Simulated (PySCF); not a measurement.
# Gallium: a sound run and one with changed settings

Sound run: Ga²⁺ [Ar] 3d10 4s1, Ga³⁺ [Ar] 3d10. Computed with PySCF 2.14 in Sapporo-DKH3-DZP-2012 (6s5p3d1f, 43 functions), with scalar relativity by spin-free X2C-1e. The sound run starts from symmetry-adapted Hartree-Fock orbitals and uses a fine grid where one is needed.

A second run was set up differently.

```csv
species,method,sound run (hartree),changed run (hartree),converged
Ga²⁺,UHF,-1941.23783,-1941.23747,no
Ga²⁺,B3LYP,-1942.85831,-1942.85776,no
Ga²⁺,r2SCAN,-1942.78368,-1942.78274,no
Ga³⁺,UHF,-1940.14709,-1940.14708,no
Ga³⁺,B3LYP,-1941.69753,-1941.69753,no
Ga³⁺,r2SCAN,-1941.63387,-1941.63386,no
```

(1) What was changed?
A. level shift left on
B. minimal basis
C. a valence shell is frozen
D. too few SCF iterations

Answers

(1) D. It used initial guess atom, at most 3 SCF cycles. The SCF was stopped early; the energies are upper bounds that still move, and correlated levels were skipped or rest on poor orbitals.
